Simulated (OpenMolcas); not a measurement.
A run on Re3+ among 5 point charges of -0.5 e arranged as a trigonal bipyramid (D3h), 2.01 Å from the ion, with the axial distance 1.829 Å.
```
   2.0100    0.0000    0.0000  -0.50
  -1.0050    1.7407    0.0000  -0.50
  -1.0050   -1.7407    0.0000  -0.50
   0.0000    0.0000    1.8291  -0.50
   0.0000    0.0000   -1.8291  -0.50
```

```yaml
Program: OpenMolcas 26.06
Method: CASSCF
Basis: ANO-RCC-VTZP [8s7p5d3f2g1h]
Scalar_Hamiltonian: DKH2, point nucleus
Active_space: 4 electrons in 5 orbitals (5d)
State_averaging: 2S+1 = 5 even, 5 roots; 2S+1 = 3 even, 45 roots; 2S+1 = 1 even, 50 roots
Spin-orbit_coupling: state interaction with AMFI integrals over the reference wave functions
```

104 basis functions. Blocks (2S+1, parity, CSFs, roots kept): 5, even, 5, 5; 3, even, 45, 45; 1, even, 50, 50.

Task: How long do the RASSCF and RASSI steps take on 1 thread of Arm Neoverse V2 (shared host)?

Result: About 39 s of wall time, without the integral step.
